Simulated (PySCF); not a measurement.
sulfur dioxide (O2S), singlet, geometry from GFN2-xTB.

Input for PySCF:
```python
from pyscf import gto, scf, cc

mol = gto.Mole()
mol.atom = '''
    S     0.013936   -0.004006    0.377829
    O    -0.033217    1.222429   -0.364198
    O     0.005345   -1.214416   -0.391460
'''
mol.basis = 'aug-cc-pvdz'
mol.charge = 0
mol.spin = 0
mol.verbose = 4
mol.max_memory = 1800
mol.build()

mf = scf.RHF(mol)
mf.kernel()

mycc = cc.CCSD(mf, frozen=7)
mycc.kernel()
et = mycc.ccsd_t()
print('E(CCSD(T)) = %.10f' % (mycc.e_tot + et))
```

What does this run give for the MP2 correlation energy, coupled-cluster correlation energy (without the perturbative part), SCF-reference HOMO energy, nuclear repulsion energy, total energy, number of basis functions?


```yaml
MP2 correlation energy: -0.5521 Eh
coupled-cluster correlation energy (without the perturbative part): -0.5479 Eh
SCF-reference HOMO energy: -13.49 eV
nuclear_repulsion_energy: 108.3509 Eh
total_energy: -547.778950 Ha
number_of_basis_functions: 73
```
